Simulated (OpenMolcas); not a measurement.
Pd2+ (d8) among equal point charges was computed by CASSCF with the d shell active (OpenMolcas, ANO-RCC-VDZP on the metal). Its lowest spin-free states, and all those of the highest spin:

```tsv
2S+1	Degeneracy	E (cm-1)
3	3	0.0
3	3	5441
3	1	11947
1	3	13523
1	2	14260
3	3	18383
1	3	21648
1	3	23736
1	1	23931
1	2	26989
1	1	51264
```

**Question.** Is the site octahedral, tetrahedral or cube-like, axial, or of lower symmetry?

**Answer.** The states with 2S+1 = 3 have orbital degeneracies 3, 3, 1, 3. Threefold states need a cubic site. For d8 at this spin an octahedron puts the single A2 below the threefold T2 and a tetrahedron or cube puts the threefold T1 below the threefold T2, so the site is a tetrahedron or a cube, which this pattern cannot tell apart. The run had Pd2+ among 8 point charges of -1.2 e arranged as a cube (Oh), 1.95 Å from the ion.

An orbital triplet at a regular site is open to Jahn-Teller coupling, which can distort the site and quench the lowest spin-orbit gaps and is left out. Without dynamic correlation the repulsion within the d shell is too large (B by tens of per cent), so at a given field states of lower spin stand too high. Real 4d8 and 5d8 ions are as a rule square planar and diamagnetic. Point charges carry no covalency, so the field is a model and not that of real ligands. No measured value stands beside these numbers.
